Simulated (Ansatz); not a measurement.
The same path of CH5FGe + H2O (11 atoms, charge 0, multiplicity 1) was run twice with different band settings. Lost on the way: Ge1–F2, H6–O7. Made: Ge1–O7, F2–H6.

Method: RKS PBE/def2-SVP in Ansatz.

Relaxed end points:

```xyz
11
Properties=species:S:1:pos:R:3
Ge -1.131 -0.216 0.156
F -0.407 -1.662 -0.620
H -2.369 -0.794 0.897
H -1.567 0.708 -1.011
C 0.217 0.547 1.334
H 1.103 -0.865 -1.378
O 1.573 -0.028 -1.588
H -0.164 1.480 1.794
H 0.480 -0.171 2.135
H 1.106 0.767 0.712
H 1.158 0.233 -2.431
```

```xyz
11
Properties=species:S:1:pos:R:3
Ge -0.804 0.446 -0.323
F 1.060 -2.145 -0.058
H -1.948 -0.603 -0.254
H -1.340 1.792 -0.890
C 0.225 0.605 1.320
H 0.978 -1.454 -0.731
O 0.465 -0.159 -1.523
H -0.440 0.730 2.196
H 0.795 -0.341 1.409
H 0.922 1.463 1.260
H 0.086 -0.334 -2.405
```

Common settings: movable images 7; climbing image yes; spring 5.0 eV/Å²; optimiser quadratic models (default); start path through a guess of the saddle point; iteration limit 60; end points relaxed.

| run | force threshold |
| --- | --- |
| 1 | 0.05 eV/Å |
| 2 | 0.5 eV/Å |

Task: What does each run give, and how far can it be trusted?

Result: Run 1: converged after 10 iterations, highest image 0.851 eV above the first end. A vibrational analysis at the climbing image gives one clearly imaginary mode, 343i cm⁻¹: a first-order saddle point.
Run 2: converged after 4 iterations, highest image 0.869 eV above the first end. The threshold of 0.5 eV/Å is loose, so the images may lie well off the minimum-energy path. The order of the stationary point at the top wasn't checked.
The orbitals stay closed-shell, which can raise the energy where a bond breaks towards radicals; this wasn't checked here.
